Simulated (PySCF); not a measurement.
Cartesian coordinates in Å; atom numbers follow the order of the lines, from 1:
```xyz
11

O     1.0097   -1.3719    1.3207
C     1.7359   -0.4949    0.9342
O     1.3687    0.5442    0.2105
C    -0.0098    0.6666   -0.1644
Si   -1.2906   -0.6663    0.3399
H     2.8230   -0.4474    1.1431
H    -0.3572    1.6358    0.2289
H    -0.0277    0.7538   -1.2627
H    -1.0778   -1.9976   -0.2903
H    -2.5214   -0.0810   -0.3015
H    -1.5695   -0.7406    1.7996
```

Geometry: PBE0-D3(BJ)/def2-SVP; GIAO shifts from PySCF 2.14, gas phase, non-relativistic, averaged over equivalent atoms.

At PBE0/cc-pVTZ (238 basis functions, 22 s wall time on 1 thread of an Arm Neoverse V1, shared host):
| atoms | δ (ppm) |
| --- | --- |
| O1 | 409.6 |
| O3 | 195.7 |
| C2 | 166.3 |
| C4 | 51.3 |
| Si5 | -65.6 |
| H6 | 7.88 |
| H9/H10/H11 | 4.39 |
| H7/H8 | 3.52 |

Chemical shifts δ = σref − σ; 17O (σref 334.84) vs H2O; 13C (σref 187.29), 29Si (σref 360.00), 1H (σref 31.29) vs TMS, all at this level.

Predict the values at wB97X-D/pcSseg-2 on the same geometry.

Answers


```csv
atoms,δ at wB97X-D/pcSseg-2,change
O1,414.0,+4.4
O3,189.3,-6.4
C2,173.2,+6.9
C4,53.4,+2.1
Si5,-73.0,-7.4
H6,7.88,+0.00
H9/H10/H11,4.32,-0.07
H7/H8,3.51,-0.01
```

Chemical shifts δ = σref − σ; 17O (σ = 326.83 ppm) vs H2O; 13C (σ = 184.42 ppm) and 29Si (σ = 340.70 ppm) and 1H (σ = 31.36 ppm) vs TMS, all at this level.

The largest change is at Si5 (silicon bonded to C, 3 H). Cost: 271 basis functions, 37 s wall time on 1 thread of an Arm Neoverse V2, shared host.

Unscaled 17O shifts of doubly bonded oxygen tend to come out too high, by tens of ppm or more. Experimental scales use liquid or dissolved standards, which lie at an offset from isolated H2O (liquid H2O: subtract about 36 ppm).
